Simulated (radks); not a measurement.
Cl+, configuration [Ne] 3s2 3p4. All-electron calculation, Dirac Kohn-Sham, PBEsol, spin-unpolarised, spherical densities, point nucleus; open shells fill j = l - 1/2 first. Program: a radial shooting solver on a logarithmic mesh with Libxc functionals.

Normalised radial functions P(r) = r R(r) (large component), r in bohr:

```
   r/bohr * 1s1/2, o 2s1/2, + 3p3/2 (the largest magnitude, 2.95, reaches the edge; | marks zero, & curves that meet)
 0.003759                             +o  *
 0.005388                             + o   *
 0.007785                             + o      *
  0.01116                             +  o        *
  0.01599                             +   o          *
  0.02293                             +    o              *
  0.03286                             +     o                 *
   0.0471                             |+     o                   *
  0.06805                             |+    o                    *
  0.09754                             | +o                    *
   0.1398                           o |  +             *
   0.2004                     o       |  +     *
   0.2872                o            |  &
    0.415               o             |*+
   0.5948                   o        +*
   0.8526                        +o   *
    1.222                      +     o*
    1.752                      +      &
    2.531                         +   &
    3.627                           + &
    5.199                             &
```

1s1/2: eigenvalue -2759.6 eV, 0 radial nodes, <r> = 0.0911 bohr, 90 % of the charge inside 0.163 bohr. 2s1/2: eigenvalue -264.93 eV, 1 radial node at r = 0.124 bohr, <r> = 0.445 bohr, 90 % of the charge inside 0.695 bohr. 3p3/2: eigenvalue -19.319 eV, 1 radial node at r = 0.529 bohr, <r> = 1.71 bohr, 90 % of the charge inside 2.65 bohr.
